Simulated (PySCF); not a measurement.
Spinor energies of La (lanthanum, neutral)

Start: [Xe] 4f1 6s2; 4f7/2 filled at m_j = +7/2. Calculated with PySCF 2.14 in x2c-TZVPall-2c (11s11p10d2f, 108 functions): generalised Hartree-Fock with the X2C-1e Hamiltonian and a Gaussian nucleus; spin-orbit coupling (SO) screened by Boettger's factors. This is a chosen level, not necessarily the ground level.

```
spinor shell  electrons  ε, screened SO (eV)  weight of nominal j (screened SO)  rms radius, screened SO (bohr)
       1s1/2          2             -39111.7                              1.000                          0.0286
       2s1/2          2              -6329.8                              1.000                           0.116
       2p1/2          2              -5956.0                              1.000                           0.100
       2p3/2          4              -5539.4                              1.000                           0.106
       3s1/2          2              -1395.0                              1.000                           0.303
       3p1/2          2              -1236.2                              1.000                           0.295
       3p3/2          4              -1152.8                              1.000                           0.307
       3d3/2          4              -877.24                              1.000                           0.279
       3d5/2          6              -859.67                              1.000                           0.283
       4s1/2          2              -296.37                              1.000                           0.695
       4p1/2          2              -235.35                              0.998                           0.721
       4p3/2          4              -217.80                              0.999                           0.748
       4d3/2          4              -115.55                              0.970                           0.825
       4d5/2          6              -112.99                              0.980                           0.836
       5s1/2          2              -46.042                              1.000                            1.70
       5p1/2          2              -27.545                              0.957                            1.92
       5p3/2          4              -24.998                              0.979                            2.01
       6s1/2          2               -4.539                              0.999                            5.32
       4f7/2          1               -2.279                              1.000                            1.60
```

```
   quantity  screened SO
E (hartree)  -8490.89136
        M_J          7/2
       ⟨J²⟩       15.774
       ⟨L²⟩       12.062
       ⟨S²⟩        0.791
```

Each row is a mean over spinors that exchange with the open shell spreads, by up to 4.824 eV (4d5/2).

Breit and QED terms are absent; they matter most for the inner s and p1/2 levels.

Densities and radii are taken from the X2C orbitals without a picture-change correction, which distorts them close to the nucleus.
